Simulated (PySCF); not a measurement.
**Computed vibrations of [Tb(BH4)2]+**

[Tb(BH4)2]+ (singlet in the valence; each metal's 4f electrons, 8 of them, lie in its core potential, out of spins and levels). PySCF 2.14.0, RKS PBE0, Tb lcecp-1-SVP with ECP54, B def2-SVP, H def2-SVP; non-relativistic Hamiltonian with scalar-relativistic core potentials where named; density fitting; no spin-orbit coupling. Central differences of gradients.

```xyz
11

Tb    0.0000    0.0000   -0.1958
B     2.0286   -0.0275    1.0443
H     3.0004   -0.0315    1.7434
H     1.1926   -0.9422    1.3296
H     2.2325   -0.1538   -0.1920
H     1.3316    1.0321    1.1462
B    -2.0286    0.0275    1.0443
H    -3.0004    0.0315    1.7434
H    -1.1926    0.9422    1.3296
H    -2.2325    0.1538   -0.1921
H    -1.3316   -1.0321    1.1462
```

Run from Python with OMP_NUM_THREADS=2. Where DIIS fails, smearing, a level shift and second-order steps follow.
It took 2 min on 2 threads of Arm Neoverse V1 (shared host).

Problem. What are the harmonic wavenumbers and infrared intensities?

Solution. Modes are labelled in C2; negative numbers are unstable modes, those under 60 cm⁻¹ near the noise; a finer grid moves soft modes by up to 10 cm⁻¹.
| cm⁻¹ | km/mol | symmetry |
| --- | --- | --- |
| -75 | – | a |
| 126 | 4.8 | a |
| 146 | 0.1 | b |
| 544 | 62.9 | b |
| 561 | 11.0 | a |
| 609 | 13.5 | b |
| 646 | 0.0 | a |
| 650 | 0.2 | b |
| 655 | 0.2 | a |
| 1076 | 1.1 | a |
| 1082 | 11.4 | b |
| 1088 | 4.8 | a |
| 1108 | 24.0 | b |
| 1234 | 214.0 | b |
| 1254 | 66.8 | a |
| 1278 | 203.1 | b |
| 1286 | 18.0 | a |
| 1293 | 7.6 | b |
| 1299 | 0.0 | a |
| 2175 | 0.9 | a |
| 2179 | 138.3 | b |
| 2194 | 370.6 | b |
| 2196 | 11.6 | a |
| 2256 | 5.0 | b |
| 2262 | 193.9 | a |
| 2718 | 22.9 | b |
| 2718 | 9.7 | a |

Problem. Is this a minimum?

Solution. No: 1 unstable; the lowest moves the atoms so:
```
Tb   0.00  0.00  0.00
B   -0.01  0.02  0.01
H   -0.01  0.06  0.02
H   -0.17  0.26  0.29
H   -0.03 -0.38  0.05
H    0.18  0.18 -0.31
B    0.01 -0.02  0.01
H    0.01 -0.06  0.02
H    0.17 -0.26  0.29
H    0.03  0.38  0.05
H   -0.18 -0.18 -0.31
```

An lcecp potential fixes the number of 4f electrons, so in runs with it no electron can move into or out of that shell.
